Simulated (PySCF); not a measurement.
C₂H₇AlSe.

```xyz
11

Al    -0.7745     0.5572    -0.1988
C     -2.5430    -0.2868    -0.1089
H     -2.5048    -1.3549     0.1605
H     -3.0667    -0.2042    -1.0787
H     -3.1823     0.2234     0.6346
C     -0.4521     2.4398    -0.6589
H      0.1861     2.5294    -1.5562
H      0.0767     2.9669     0.1554
H     -1.3880     2.9884    -0.8591
Se     1.0554    -0.8113     0.2841
H      2.0322     0.2726     0.0762
```
Charge 0, spin multiplicity 1.

Coordinates come from a TPSSh-D3(BJ)/def2-SVP optimisation. The structure was generated by enumeration; whether it is a known compound was not checked. Other conformers were not sampled.

Method: PySCF with PBE0/pcSseg-1. Non-relativistic, no solvent.

Computed absolute GIAO shielding of each atom: isotropic value and principal components (ppm):
```tsv
atom	σ(iso)	σ11	σ22	σ33	span
Al1	269.1	210.0	270.2	327.0	116.9
C2	190.3	183.4	192.3	195.3	11.9
H3	31.1	26.1	29.9	37.5	11.4
H4	31.3	27.3	28.1	38.6	11.3
H5	31.3	27.3	28.1	38.6	11.3
C6	190.2	183.4	188.6	198.6	15.1
H7	31.4	26.9	29.3	37.8	10.9
H8	31.4	26.9	29.4	37.8	10.9
H9	31.4	26.6	28.5	39.0	12.4
Se10	2047.0	1812.5	2104.1	2224.3	411.8
H11	30.3	21.5	25.8	43.5	22.1
```
